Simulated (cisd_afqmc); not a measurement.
Input (AFQMC/CISD/cc-pVTZ; cisd_afqmc is a phaseless AFQMC code with CISD trial states that reads the integrals written by Ansatz):

Ansatz 0.2 input:
```python
import cisd_afqmc

open("ham.yaml", "w").write("""\
crystal:
  periodic: [false, false, false]
  atoms:
    - {symbol: Se, position_ang: [0.00000000, 0.00000000, 0.00000000]}
basis:
  gaussian:
    orbitals: cc-pVTZ
magnetization: {spin_polarized: true, initial_magnetization: 2}
correlation: {method: ccsd, electrons: outside_noble_gas, hamiltonian_folder: ham}
scf: {lower_state_search: full}
""")
rep = cisd_afqmc.ansatz("ham.yaml")
e_ccsd = rep["correlation"]["coupled_cluster"]["energy"]["hartree"]
out = cisd_afqmc.run("ham", e_ccsd, trial="CISD", walkers=200, populations=8, threads=8, dt=0.0025, steps=80, early=24, settle=10, least=32,
    cut=5e-5, rank_cut=2e-4, target=0.0004, seconds=1500, seed=2, memory=12960, gpu=False)
```

Output:

```
orbitals 29, occupied [4, 2], factors 145 of 276, rank of the doubles 96 of 154
E(HF) = -2399.872087
E(CCSD) on the cut factors = -2399.990776, shift to the whole factors -0.000016
Energy of the trial state on the determinant = -2399.990774
  tau behind 7.2 of longer steps, mean of the populations' last blocks
   2.0  -2399.99453
   4.0  -2399.99496
   6.0  -2399.99553
   8.0  -2399.99534
blocks 317 (4 outliers left out), error by blocks joined: 1: 0.00004, 2: 0.00005, 4: 0.00005, 8: 0.00005, 16: 0.00008
E(AFQMC/CISD) = -2399.99501 +/- 0.00008
```

The error still grows at the longest joins of blocks, or few joins were possible, so the printed bar may be too narrow.
